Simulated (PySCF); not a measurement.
**Frontier levels across methods**

C₂H₁₀BN.
SMILES with atom numbers: `[BH3-:1][NH2+:2][CH2:3][CH3:4]` (hydrogens: H5, H6, H7 on B1; H8, H9 on N2; H10, H11 on C3; H12, H13, H14 on C4)

Cartesian coordinates in Å at the PBE0-D3(BJ)/def2-SVP level; atoms count from 1:
```
atom  x, y, z in Å
B1     1.988   -0.459   -0.056
N2     0.491    0.075   -0.396
C3    -0.581   -0.489    0.440
C4    -1.958    0.034    0.089
H5     2.729    0.118   -0.844
H6     1.957   -1.672   -0.230
H7     2.196   -0.147    1.111
H8     0.492    1.093   -0.316
H9     0.301   -0.123   -1.381
H10   -0.520   -1.581    0.332
H11   -0.313   -0.266    1.483
H12   -2.025    1.127    0.217
H13   -2.717   -0.420    0.742
H14   -2.233   -0.205   -0.951
```

Basis pcSseg-2 throughout (PySCF), one geometry. One conformer (not necessarily the lowest) at the PBE0-D3(BJ)/def2-SVP geometry, without solvent, vibrations or thermal averaging.

**Question.** How do the orbital energies, the gap and the dipole change with the method?

**Answer.** 
```tsv
method	kind	HOMO (eV)	LUMO (eV)	gap (eV)	μ (D)	SCF cycles
OPBE	GGA	-6.21	-0.73	5.48	5.62	14
BLYP	GGA	-6.24	-0.89	5.35	5.62	14
PBE	GGA	-6.30	-0.89	5.41	5.62	14
B97-D	GGA	-6.31	-0.73	5.58	5.62	14
LDA	LDA	-6.34	-1.00	5.34	5.63	13
KT2	GGA	-6.39	-0.88	5.51	5.52	13
KT3	GGA	-6.41	-1.04	5.37	5.54	13
BP86	GGA	-6.41	-0.72	5.69	5.63	14
B97-2	global hybrid	-7.40	-0.09	7.31	5.65	12
B3LYP	global hybrid	-7.47	-0.45	7.02	5.66	12
PBE0	global hybrid	-7.65	-0.13	7.52	5.66	12
mPW1PW91	global hybrid	-7.68	-0.14	7.54	5.66	12
BHandHLYP	global hybrid	-8.98	0.40	9.38	5.69	12
CAM-B3LYP	range-separated hybrid	-9.13	0.55	9.68	5.69	12
wB97X-D	range-separated hybrid	-9.60	1.61	11.21	5.73	12
LC-wPBE	range-separated hybrid	-10.52	1.74	12.26	5.73	12
HF	Hartree–Fock	-11.03	2.08	13.11	5.77	10
```

The HOMO spans 4.82 eV, from OPBE down to HF, and the gap runs from 5.34 eV (LDA) to 13.11 eV (HF). Over the methods OPBE (0 %), BLYP (0 %), PBE (0 %), B97-D (0 %), LDA (0 %), KT2 (0 %), KT3 (0 %), BP86 (0 %), B97-2 (21 %), B3LYP (20 %), PBE0 (25 %), mPW1PW91 (25 %), BHandHLYP (50 %), HF (100 %), a straight line through the gap against the share of exact exchange rises by 0.77 eV for each 10 % (correlation coefficient 0.999). The dipole ranges from 5.52 D (KT2) to 5.77 D (HF). This basis has no diffuse functions.

The vertical ΔSCF ionisation energy at PBE0/def2-SVPD is 10.17 eV; −ε(HOMO) comes closest to it with LC-wPBE (10.52 eV).
